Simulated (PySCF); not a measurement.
C3H8Si (SMILES C=C[SiH2]C), singlet, geometry from GFN2-xTB; PySCF with LC-WPBE/6-31G, TDDFT.

The PySCF input:
```python
from pyscf import gto, scf, dft, tdscf

mol = gto.M(
    atom='''
Si    0.47695494   -0.41382941    0.47456898
C     1.92981182    0.21809265   -0.57454235
C    -1.12998926   -0.04885704   -0.43984901
C    -2.14343578    0.64810600    0.04864616
H     0.60373085   -1.86750974    0.65879502
H     0.47041131    0.25297205    1.78193681
H     1.86552034    1.29045061   -0.73778147
H     2.87965808    0.01537767   -0.08877077
H     1.95179241   -0.26130642   -1.54938213
H    -1.22469819   -0.44404119   -1.44567962
H    -3.04851422    0.83622646   -0.51022918
H    -2.11359043    1.06739274    1.04161686
''',
    basis='6-31g',
    verbose=4,
)

mf = dft.RKS(mol)
mf.xc = 'lc_wpbe'
mf.kernel()
td = mf.TDDFT()
td.nstates = 5
td.kernel()
td.analyze()
```

What the program printed (banner, timings and long lists left out):

```
PySCF version 2.14.0

[INPUT] verbose = 4
[INPUT] num. atoms = 12
[INPUT] num. electrons = 40
[INPUT] charge = 0
[INPUT] spin (= nelec alpha-beta = 2S) = 0
[INPUT] symmetry False subgroup None
[INPUT] Mole.unit = angstrom
[INPUT] Symbol           X                Y                Z      unit          X                Y                Z       unit  Magmom
[INPUT]  1 Si     0.476954940000  -0.413829410000   0.474568980000 AA    0.901314210358  -0.782024247190   0.896805399414 Bohr   0.0
[INPUT]  2 C      1.929811820000   0.218092650000  -0.574542350000 AA    3.646815811748   0.412135378281  -1.085727688464 Bohr   0.0
[INPUT]  3 C     -1.129989260000  -0.048857040000  -0.439849010000 AA   -2.135370225100  -0.092326424857  -0.831194165061 Bohr   0.0
[INPUT]  4 C     -2.143435780000   0.648106000000   0.048646160000 AA   -4.050506589793   1.224742839687   0.091927919412 Bohr   0.0
[INPUT]  5 H      0.603730850000  -1.867509740000   0.658795020000 AA    1.140885959451  -3.529081943558   1.244942160027 Bohr   0.0
[INPUT]  6 H      0.470411310000   0.252972050000   1.781936810000 AA    0.888948541798   0.478047891670   3.367372542181 Bohr   0.0
[INPUT]  7 H      1.865520340000   1.290450610000  -0.737781470000 AA    3.525322522405   2.438598230178  -1.394204918079 Bohr   0.0
[INPUT]  8 H      2.879658080000   0.015377670000  -0.088770770000 AA    5.441765103591   0.029059584734  -0.167752443167 Bohr   0.0
[INPUT]  9 H      1.951792410000  -0.261306420000  -1.549382130000 AA    3.688353106905  -0.493797568391  -2.927907887995 Bohr   0.0
[INPUT] 10 H     -1.224698190000  -0.444041190000  -1.445679620000 AA   -2.314344164351  -0.839116237126  -2.731938545665 Bohr   0.0
[INPUT] 11 H     -3.048514220000   0.836226460000  -0.510229180000 AA   -5.760856962642   1.580238987515  -0.964193410961 Bohr   0.0
[INPUT] 12 H     -2.113590430000   1.067392740000   1.041616860000 AA   -3.994107052202   2.017079945949   1.968370592129 Bohr   0.0

nuclear repulsion = 154.322179412687
number of shells = 38
number of NR pGTOs = 144
number of NR cGTOs = 56
basis = 6-31g
ecp = {}

******** <class 'pyscf.dft.rks.RKS'> ********
method = RKS
initial guess = minao
damping factor = 0
level_shift factor = 0
DIIS = <class 'pyscf.scf.diis.CDIIS'>
diis_start_cycle = 1
diis_space = 8
diis_damp = 0
SCF conv_tol = 1e-09
SCF conv_tol_grad = None
SCF max_cycles = 50
direct_scf = True
direct_scf_tol = 1e-13
XC library pyscf.dft.libxc version 7.1.2
    S. Lehtola, C. Steigemann, M. J. T. Oliveira, and M. A. L. Marques,  SoftwareX 7, 1–5 (2018)
XC functionals = lc_wpbe
    O. A. Vydrov and G. E. Scuseria,  J. Chem. Phys. 125, 234109 (2006)
radial grids:
    Treutler-Ahlrichs [JCP 102, 346 (1995); DOI:10.1063/1.469408] (M4) radial grids

becke partition: Becke, JCP 88, 2547 (1988); DOI:10.1063/1.454033
pruning grids: <function nwchem_prune>
grids dens level: 3
symmetrized grids: False
atomic radii adjust function: <function treutler_atomic_radii_adjust>
small_rho_cutoff = 0
Set gradient conv threshold to 3.16228e-05
Initial guess from minao.
tot grids = 140000
init E= -408.582548517973
  HOMO = -0.316010510490534  LUMO = -0.0270328869265537  gap/eV = 7.86348
cycle= 1 E= -408.332505474422  delta_E= 0.25  |g|= 0.229  |ddm|= 2.82
  HOMO = -0.365055896813322  LUMO = 0.105529790565647  gap/eV = 12.80529
cycle= 2 E= -408.348090241746  delta_E= -0.0156  |g|= 0.104  |ddm|= 0.381
  HOMO = -0.385588561522371  LUMO = 0.0920191050724519  gap/eV = 12.99637
cycle= 3 E= -408.351092198935  delta_E= -0.003  |g|= 0.0298  |ddm|= 0.117
  HOMO = -0.381488635403345  LUMO = 0.096281029125735  gap/eV = 13.00077
cycle= 4 E= -408.351363569901  delta_E= -0.000271  |g|= 0.00889  |ddm|= 0.0457
  HOMO = -0.380868202488278  LUMO = 0.0969744738977187  gap/eV = 13.00276
cycle= 5 E= -408.351384478813  delta_E= -2.09e-05  |g|= 0.00176  |ddm|= 0.0103
  HOMO = -0.38104778925703  LUMO = 0.0968189919412994  gap/eV = 13.00342
cycle= 6 E= -408.35138546867  delta_E= -9.9e-07  |g|= 0.000534  |ddm|= 0.00302
  HOMO = -0.381107866469684  LUMO = 0.0967767146063583  gap/eV = 13.00390
cycle= 7 E= -408.351385556181  delta_E= -8.75e-08  |g|= 0.000125  |ddm|= 0.000871
  HOMO = -0.381074307757751  LUMO = 0.0968117359057405  gap/eV = 13.00394
cycle= 8 E= -408.351385561193  delta_E= -5.01e-09  |g|= 2.99e-05  |ddm|= 0.000202
  HOMO = -0.38107731877311  LUMO = 0.0968108004821886  gap/eV = 13.00400
cycle= 9 E= -408.35138556177  delta_E= -5.78e-10  |g|= 5.39e-06  |ddm|= 9.78e-05
  HOMO = -0.381076957873764  LUMO = 0.0968111912026501  gap/eV = 13.00400
Extra cycle  E= -408.351385561789  delta_E= -1.91e-11  |g|= 2.42e-06  |ddm|= 1.59e-05
converged SCF energy = -408.351385561789

******** <class 'pyscf.tdscf.rks.TDDFT'> for <class 'pyscf.dft.rks.RKS'> ********
nstates = 5 singlet
deg_eia_thresh = 1.000e-03
wfnsym = None
conv_tol = 1e-05
eigh lindep = 1e-12
eigh level_shift = 0
eigh max_cycle = 100

Excitation energies (eV)
[7.32134001 8.0094056  9.06739971 9.30921381 9.77932025]

** Singlet excitation energies and oscillator strengths **
Excited State   1:      7.32134 eV    169.35 nm  f=0.0040
      19 -> 21       -0.67142
      19 -> 22       -0.10631
Excited State   2:      8.00941 eV    154.80 nm  f=0.5642
      20 -> 21        0.68758
Excited State   3:      9.06740 eV    136.74 nm  f=0.0059
      16 -> 21       -0.12871
      17 -> 21       -0.11718
      18 -> 21       -0.12127
      20 -> 22       -0.62223
      20 -> 23       -0.10920
      20 -> 24       -0.11379
Excited State   4:      9.30921 eV    133.18 nm  f=0.0214
      13 -> 21       -0.14123
      14 -> 21       -0.23751
      16 -> 21        0.34397
      17 -> 21        0.11954
      18 -> 21        0.43608
      19 -> 21       -0.10481
      20 -> 22       -0.21019
Excited State   5:      9.77932 eV    126.78 nm  f=0.0087
      14 -> 21       -0.22935
      16 -> 21        0.30392
      17 -> 21       -0.28572
      17 -> 22        0.14545
      18 -> 21       -0.30381
      18 -> 22        0.20105
      19 -> 22        0.14563
      20 -> 23        0.26118

** Transition electric dipole moments (AU) **
state          X           Y           Z        Dip. S.      Osc.
  1        -0.0780     -0.1042      0.0713      0.0220      0.0040
  2        -1.5090      0.7239      0.2721      2.8752      0.5642
  3         0.1510     -0.0286     -0.0525      0.0264      0.0059
  4        -0.1682     -0.2053      0.1529      0.0938      0.0214
  5         0.1888     -0.0276      0.0099      0.0365      0.0087

** Transition velocity dipole moments (imaginary part, AU) **
state          X           Y           Z        Dip. S.      Osc.
  1        -0.0198     -0.0233      0.0159      0.0012      0.0029
  2        -0.3768      0.1880      0.0744      0.1829      0.4142
  3         0.0633      0.0367     -0.0284      0.0062      0.0123
  4        -0.0535     -0.0494      0.0474      0.0075      0.0147
  5         0.0578     -0.0222      0.0093      0.0039      0.0073

** Transition magnetic dipole moments (imaginary part, AU) **
state          X           Y           Z
  1        -0.6776      0.5347      0.5338
  2        -0.1674     -0.4064      0.6473
  3        -0.2444      0.5816      0.6483
  4         0.7289      0.3734      0.8456
  5         1.1094     -0.6566      0.5860
```
